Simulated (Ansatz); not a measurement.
Energy needed to pull apart ZnNH₃ (SMILES [NH2][ZnH]), closed shell, into free ground-state atoms, from the structure below (displaced at random from a GFN2-xTB minimum); no zero-point or spin–orbit terms; open-shell atoms are treated unrestricted, in their ground-state multiplicity.

```
atom    x (Å)    y (Å)    z (Å)
  N1  -0.3051  -0.7224   0.1156
 Zn2   0.3945   0.9072  -0.2319
  H3  -0.9634  -1.1685  -0.4974
  H4   0.1428  -1.3922   0.6273
  H5   0.8258   2.2775  -0.1571
```

Ansatz 0.2.0; basis: def2-TZVPP; cores frozen in the correlated methods. The 3s and 3p shells of Cu and Zn are frozen; filled d shells are correlated.

```tsv
method	atomization energy (kJ/mol)
PBE-D4	1228
r2SCAN-D4	1220
B97M-V	1209
PBE0-D4	1203
CAM-B3LYP-D4	?
wB97M-V	1224
HF	771
MP2	?
CCSD	1157
CCSD(T)	1176
```

**Question.** What does CAM-B3LYP-D4 give? (Judge from chemistry; the value comes from the calculation.)

**Answer.** Computed: 1231 kJ/mol, which is about 55 kJ/mol more than CCSD(T)/def2-TZVPP.

**Question.** What does MP2 give? (Judge from chemistry; the value comes from the calculation.)

**Answer.** By the calculation: 1194 kJ/mol, which is about 18 kJ/mol more than CCSD(T)/def2-TZVPP.

In triple zeta the MP2 and coupled-cluster atomization energies are still short of their basis limit by a few kcal/mol a bond, whereas those of the functionals are nearly converged, so these differences are not deviations from converged CCSD(T).

T1 diagnostic: at most 0.016.

For scale, one of the runs: CCSD(T)/def2-TZVPP forces, 137 basis functions (an equivalent command: `ansatz run in.yaml --threads 4`). Time: 31 s of wall clock on 4 CPU threads; the host was shared. Peak host memory: 1.3 GiB.
